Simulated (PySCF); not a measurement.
Pm³⁸⁺: ionisation energy

Pm³⁸⁺ [Ar] 3d5 (6S) → Pm³⁹⁺ [Ar] 3d4 (5D), as a difference of total energies. All numbers are calculated (PySCF 2.14, the spin-free X2C one-electron Hamiltonian (Gaussian nucleus), in an uncontracted even-tempered set (18 s from 6.6 bohr⁻², ratio 2.5; 12 p from 8.6 bohr⁻², ratio 2.5; 8 d from 8.6 bohr⁻², ratio 2.5; 4 f from 34 bohr⁻², ratio 2.7; 3 g from 51 bohr⁻², ratio 2.7)). Correlated levels: outer shells: [Ne] frozen; virtual orbitals above 40 to 60 times the deepest correlated orbital energy dropped. The calculations carry no spin-orbit coupling.

| method | ionisation energy (eV) |
| --- | --- |
| UHF | 2783.3 |
| LDA | 2780.6 |
| PBE | 2780.1 |
| PBE0 | 2781.4 |
| r2SCAN | 2781.9 |
| B2PLYP | 2782.1 |
| TPSSh | 2779.8 |
| MP2 (outer shells) | 2783.7 |
| SCS-MP2 (outer shells) | 2783.1 |

Spin-orbit coupling is strong in these open shells (close to jj coupling). The scalar numbers leave it out and a first-order estimate fails, so it can dominate the gap to the real levels.

Breit and QED terms and the two-electron picture change are absent.

For comparison: 2755 ± 4 eV (theoretical estimate listed by NIST; NIST Atomic Spectra Database, ionization energies).
